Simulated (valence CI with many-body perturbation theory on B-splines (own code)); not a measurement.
## Eu⁴⁰⁺: what the settings do

Calculated by valence CI with perturbative core correlation (CI+MBPT): five valence electrons over a frozen Dirac-Fock core [Ar], a basis of 6 s, 6 p, 5 d, 5 f, 1 g functions for each j, with the one-electron correlation potential Σ1 (screened to all orders), the two-electron term Σ2, the three-electron term Σ3, Breit, model QED; selected single and double excitations, second order for the rest, scaled by the run's own slope (own B-spline code, finite nucleus).

The last digits are not significant, and no measured levels were compared; by estimate large intervals hold to a few tenths of a per cent, small ones and those within an open d or f shell to about a per cent. Among the levels kept, up to 400 cm⁻¹ of a level comes from second order outside the variational space, and about a tenth of that is noise between levels of different J, which matters for small intervals. Only levels of the ground parity were solved; by the run's estimate the other parity begins above the list, which can be wrong where configurations are misplaced.

The reference run has the lowest level (3d3/2^4 3d5/2) J=5/2 and an ionisation energy of 3021.96 eV. Its largest variational space holds 9999 state functions.

Levels are named by their leading jj configuration (3d3/2^4 stands for four electrons in 3d with j = 3/2), which in mixed levels can hold well under half, so a name can repeat and another be missing. Letters in brackets count levels of one name in rising energy.

Changed runs:
A. logarithmic knot step 0.27 → 0.33; Breit term on → off; QED terms on → off
B. QED terms on → off
C. Breit term on → off; QED terms on → off
D. factor on the speed of light 1 → 0.9 (bad on purpose)

Excitation energies of the reference run in cm⁻¹, and shifts in cm⁻¹:

```
                      Level  Reference       A      B       C        D
(3d3/2^3 3d5/2^2) J=5/2 [a]     186273   +4867   -656   +4867   +57371
(3d3/2^3 3d5/2^2) J=7/2 [a]     266926   +8049   -658   +8048   +55958
(3d3/2^3 3d5/2^2) J=3/2 [a]     275560   +4045   -665   +4044   +57529
   (3d3/2^3 3d5/2^2) J=11/2     277790  +14808   -668  +14807   +54765
    (3d3/2^3 3d5/2^2) J=9/2     307599  +11105   -696  +11105   +57774
(3d3/2^3 3d5/2^2) J=5/2 [b]     324587   +8128   -739   +8129   +61390
    (3d3/2^3 3d5/2^2) J=1/2     337650   +5619   -768   +5619   +64995
(3d3/2^3 3d5/2^2) J=7/2 [b]     361394   +8329   -683   +8329   +57721
(3d3/2^3 3d5/2^2) J=3/2 [b]     445387   +5487   -837   +5487   +69450
(3d3/2^2 3d5/2^3) J=5/2 [a]     450297   +9877  -1297   +9877  +112228
(3d3/2^2 3d5/2^3) J=7/2 [a]     498015  +13888  -1377  +13888  +116527
   (3d3/2^2 3d5/2^3) J=11/2     504380  +19961  -1378  +19961  +114782
     Ionisation energy (eV)    3021.96   +0.82  -0.05   +0.82    -4.17
```
